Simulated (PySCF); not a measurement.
# Sr⁺ (strontium, charge +1) across methods

[Kr] 5p1, 2P determinant (an excited configuration). All numbers are calculated (PySCF 2.14, scalar relativity by spin-free X2C-1e, in aug-cc-pwCVTZ-X2C with one added diffuse shell each of s, p, d, f type (11s10p8d4f, 109 functions)).

| method | E (hartree) | mean ε 4p α (eV) | mean ε 4p β (eV) | mean ε 5p α (eV) | Σ⟨r²⟩ (bohr²) | ⟨S²⟩ |
| --- | --- | --- | --- | --- | --- | --- |
| UHF | -3177.07841 | -37.108 | -36.991 | -7.710 | 54.84 | 0.750 |
| r2SCAN | -3178.96 | -30.924 | -30.893 | -6.455 | 52.11 | 0.750 |
| M06-L | -3178.85 | -30.929 | -30.900 | -6.315 | 53.22 | 0.750 |
| CAM-B3LYP | -3179.15 | -33.690 | -33.627 | -7.469 | 52.27 | 0.750 |
| PBE0 | -3178.66 | -32.271 | -32.193 | -6.889 | 52.22 | 0.750 |
| PBE | -3178.58 | -30.267 | -30.200 | -6.486 | 51.78 | 0.750 |
| LDA | -3174.80 | -30.396 | -30.328 | -6.435 | 51.52 | 0.750 |
| TPSSh | -3178.85 | -31.285 | -31.225 | -6.588 | 52.14 | 0.750 |
